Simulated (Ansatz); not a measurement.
Ansatz (a program for electronic structure) input (B3LYP/3-21G): The .json file is the Basis Set Exchange's 3-21G.

Ansatz 0.2 input:
```yaml
crystal:
  periodic: [false, false, false]
  atoms:
    - {symbol: C, position_ang: [-0.70135988, 0.09443554, 0.00755393]}
    - {symbol: N, position_ang: [0.53274901, -0.32205473, -0.03424666]}
    - {symbol: H, position_ang: [-0.76010881, 1.24268472, 0.13805788]}
    - {symbol: H, position_ang: [1.23902506, 0.44508517, 0.05634518]}
basis:
  gaussian:
    orbitals: 3-21G.json
hamiltonian:
  xc: {name: B3LYP}
total_charge: -1
output: {forces: true}
```

Output:

```
Functional definition: B3LYP
integrals: 0.00 GiB planned
300 factors; integrals over basis functions are off by at most 1.1e-3 eV
mean field: 0.06 GiB planned
mean field evaluation 1: about -2540.8497 eV, gradient 1.4e1 eV
mean field evaluation 2: about -2539.9052 eV, gradient 2.6e1 eV
mean field evaluation 4: about -2541.4616 eV, gradient 9.7e-1 eV
mean field evaluation 8: about -2541.4565 eV, gradient 3.0e-3 eV
mean field -2541.45653864 eV, -93.3968051338 hartree, gradient 1.9e-5 eV, S^2 0.000000; 0 other end points of the search recorded, 0 dependent functions left out
the calculation of the forces begins
reference -2541.45664263 eV, -93.3968089554 hartree; 8, 8 occupied and 14, 14 virtual orbitals, 300 factors
Total energy: -2541.45664263 eV, -93.3968089554 hartree
Atom 0 at    -0.701360     0.094436     0.007554 Å, force    -1.223207    -0.457152    -0.057647 eV/Å
Atom 1 at     0.532749    -0.322055    -0.034247 Å, force     0.346637    -1.009162    -0.113350 eV/Å
Atom 2 at    -0.760109     1.242685     0.138058 Å, force    -0.153471     0.779941     0.088126 eV/Å
Atom 3 at     1.239025     0.445085     0.056345 Å, force     1.030041     0.686373     0.082871 eV/Å
Dipole moment:     0.450748     0.330350     0.039680 e Å
```

The dipole moment of an ion depends on the origin.

The geometry given is a B3LYP-D3(BJ)/def2-TZVP minimum.
